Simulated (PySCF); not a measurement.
## `NCC1=CCC=C1`, C6H9N

Geometry (Å), atoms numbered from 1 in this order:
```xyz
16

N     2.4885   -0.0149    0.9088
C     1.7057   -0.3696   -0.2725
C     0.2328   -0.1431   -0.1019
C    -0.7253   -1.0578    0.1205
C    -2.0438   -0.3800    0.2972
C    -1.6888    1.0630    0.1524
C    -0.3754    1.1789   -0.0742
H     2.1792   -0.5683    1.7020
H     2.3327    0.9608    1.1433
H     2.0823    0.2341   -1.1041
H     1.8991   -1.4228   -0.4933
H    -0.6050   -2.1250    0.1611
H    -2.7666   -0.6978   -0.4575
H    -2.4874   -0.5929    1.2726
H    -2.4124    1.8539    0.2270
H     0.1767    2.0904   -0.2252
```

Level of theory: PySCF, GIAO PBE/pcSseg-1 magnetisability, rotational g tensor and spin-rotation constants, non-relativistic, gas phase. Geometry: GFN2-xTB.

**Question.** What are the magnetisability and the molar susceptibility?

**Answer.** Isotropic -1078 × 10⁻³⁰ J/T², or -64.9 × 10⁻⁶ cm³/mol; principal values -1484, -891, -860 × 10⁻³⁰ J/T², anisotropy 609 × 10⁻³⁰ J/T² (root of half the summed squared differences of the principal values). The susceptibility is in cgs units.

**Question.** Split it along the inertial axes a, b, c into diamagnetic and paramagnetic parts about the centre of mass, with the quadrupole moment.

**Answer.** 
```csv
axis,χ (10⁻⁶ cm³/mol),diamagnetic (10⁻⁶ cm³/mol),paramagnetic (10⁻⁶ cm³/mol),summed x² of all electrons (Å²),quadrupole Θ (D Å)
a,-56.4,-293.8,237.4,156.6,-5.64
b,-52.2,-755.9,703.7,47.6,+5.44
c,-86.3,-866.3,780.1,21.6,+0.20
```
Anisotropies 2χaa − χbb − χcc = +25.8 and 2χbb − χaa − χcc = +38.2 × 10⁻⁶ cm³/mol. Θ is traceless in Buckingham's convention.

**Question.** And the rotational g tensor?

**Answer.** 
| axis | rotational constant (GHz) | g | nuclear part | electronic part |
| --- | --- | --- | --- | --- |
| a | 6.2993 | -0.0509 | 0.6516 | -0.7026 |
| b | 1.8463 | -0.0242 | 0.5862 | -0.6104 |
| c | 1.5897 | +0.0069 | 0.5895 | -0.5826 |

Asymmetric top; isotopes 12C, 1H, 14N; no vibrational averaging.
